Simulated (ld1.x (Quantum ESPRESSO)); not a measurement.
## Transferability test, PAW potential for Ta

| Item | Value |
| --- | --- |
| Element | Ta |
| Generator | ld1.x (Quantum ESPRESSO) 7.5 |
| Type | PAW |
| Functional | PBE |
| Relativity | scalar-relativistic |
| Frozen core | [Kr] 4d10 4f14 |
| Valence charge | 13 |
| Reference configuration | 5s2 5p6 5d3 6s1 6p0 (charge +1) |
| Partial waves | 5s (bound): rcut 1.65, rcutus 1.85 bohr; 6s (bound): rcut 1.65, rcutus 1.85 bohr; 5p (bound): rcut 1.70, rcutus 2.25 bohr; 6p (bound, empty): rcut 1.70, rcutus 2.25 bohr; 5d (bound): rcut 1.70, rcutus 2.10 bohr; 5d channel at 1.75 Ry: rcut 1.70, rcutus 2.10 bohr |
| Local potential | all-electron potential smoothed inside 2.10 bohr (lloc = -2) |
| Core correction | Bessel-smoothed model core inside 1.90 bohr |
| Augmentation charge | BESSEL, radius 1.30 bohr |

Energies are relative to the spin-unpolarised reference configuration 5s2 5p6 5d3 6s1 6p0; without spin polarisation the order of configurations can differ from experiment. The frozen-core shift is the all-electron ΔE with the core orbitals held at their reference shape minus the fully relaxed ΔE.

```
  valence configuration  charge  ΔE all-electron (eV)  error AE − PS (meV)  frozen-core shift (meV)
    5s2 5p6 5d3 6s2 6p0       0                -8.467                 +2.9                     -2.6
    5s2 5p6 5d3 6s0 6p0      +2                14.972                 -5.5                     +5.3
    5s2 5p6 5d2 6s0 6p0      +3                38.576                  -35                      +34
    5s2 5p6 5d4 6s1 6p0       0                -6.374                 -3.9                     +4.7
    5s2 5p6 5d3 6s1 6p1       0                -4.289                 +2.3                     -1.8
5s2 5p6 5d3.5 6s1.5 6p0       0                -7.479                 +0.1                     +0.4
```

Q: What are ΔE and the potential's error for 5s2 5p6 5d3 6s0 6p1?

A: ΔE = 5.079 eV all-electron; the error (AE − PS) is +1.6 meV.

A variational frozen-core shift is positive and of second order in the change. This column holds negative values, so the frozen-core run of ld1.x carries numerical noise or an error of first order here, and the column gives no more than the rough size of the effect.
